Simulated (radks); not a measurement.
The scandium ion Sc+, 20 electrons, occupied as [Ar] 3d1 4s1.

All-electron calculation, non-relativistic Kohn-Sham, Slater X-alpha with alpha = 0.795, spin-polarised, spherical densities, point nucleus; open shells are filled with parallel spins first. Program: a radial shooting solver on a logarithmic mesh with Libxc functionals.

Energy parts (Ry):
total: -1527.18503
kinetic: 1527.18503
electron-nucleus: -3602.01927
Hartree: 632.00360
exchange: -84.35441

Orbitals (lengths in bohr, moments of r in powers of bohr):
orbital	occ.	eigenvalue (Ry)	<1/r>
1s up	1	-323.0457	20.53
1s down	1	-323.0434	20.53
2s up	1	-35.44614	4.259
2s down	1	-35.41682	4.262
2p up	3	-29.54162	4.202
2p down	3	-29.51874	4.205
3s up	1	-4.63376	1.305
3s down	1	-4.53732	1.308
3p up	3	-3.11103	1.184
3p down	3	-3.00949	1.190
3d up	1	-0.84882	0.8267
4s up	1	-0.78493	0.4000
3d down	0	-0.71080	0.8660
4s down	0	-0.54022	0.3951

The highest occupied level is 4s up at -10.680 eV. Spin moment in Bohr magnetons: 2. For comparison, the ionisation energy in NIST's Atomic Spectra Database is 12.800 eV (measured). In exact Kohn-Sham theory the highest level is minus the ionisation energy, but local and semilocal functionals leave it too shallow, through self-interaction and a potential that decays too fast; potentials with the right tail come closer. The electron density at the nucleus is 6185 e/bohr^3. Summed over all electrons, <r^2> = 28.56 bohr^2, which gives a Langevin (diamagnetic) susceptibility term of -22.6 x 10^-6 cm^3/mol. Virial ratio -V/T = 2.00000. The spin density at the nucleus is 3.092 e/bohr^3 (1s 0.040, 2s -0.271, 3s -0.111, 4s 3.435), a Fermi contact field of 162 T. The density falls to 0.001 e/bohr^3 at r = 4.21 bohr.
